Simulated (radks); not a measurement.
Values are calculated unless marked as measured or tabulated.
Species: Bi III. Configuration: [Hg] 6p1.

Level of theory: scalar-relativistic Kohn-Sham, SCAN, spin-polarised, spherical densities, finite nucleus; open shells are filled with parallel spins first (spin-orbit coupling, left out, can overturn this in heavy ions); meta-GGA in the generalised Kohn-Sham scheme; Fermi nuclear charge, rms radius 5.5211 fm (a radial shooting solver on a logarithmic mesh with Libxc functionals).

Energy parts (eV):
part                       energy
total                  -585771.85
kinetic                 663962.83
electron-nucleus      -1462388.79
Hartree                 223418.31
exchange-correlation    -10764.21

Orbitals (lengths in bohr, moments of r in powers of bohr; r(90%) holds 90 % of the orbital's charge):
orbital  occ.  eigenvalue (eV)  r(90%)
1s up       1        -90741.74  0.0290
1s down     1        -90741.72  0.0290
2s up       1        -16349.61   0.103
2s down     1        -16349.60   0.103
2p up       3        -13988.41  0.0988
2p down     3        -13988.39  0.0988
3s up       1        -3973.823   0.252
3s down     1        -3973.812   0.252
3p up       3        -3295.621   0.260
3p down     3        -3295.608   0.260
3d up       5        -2611.906   0.244
3d down     5        -2611.892   0.244
4s up       1        -932.6976   0.539
4s down     1        -932.6843   0.539
4p up       3        -709.4954   0.582
4p down     3        -709.4837   0.582
4d up       5        -453.0821   0.628
4d down     5        -453.0634   0.628
4f up       7        -171.8847   0.698
4f down     7        -171.8527   0.698
5s up       1        -178.2230    1.18
5s down     1        -178.2443    1.18
5p up       3        -115.6762    1.36
5p down     3        -115.7371    1.36
5d up       5         -45.2343    1.85
5d down     5         -45.1037    1.83
6s up       1         -31.3709    2.99
6s down     1         -30.7361    2.95
6p up       1         -19.7586    3.77

The highest occupied level is 6p up at -19.759 eV. For comparison, the ionisation energy in NIST's Atomic Spectra Database is 25.571 eV (measured). In exact Kohn-Sham theory the highest level is minus the ionisation energy, but local and semilocal functionals leave it too shallow, through self-interaction and a potential that decays too fast; potentials with the right tail come closer.

Empty levels of this run are not shown, since the potential may be unsettled where no density lies.
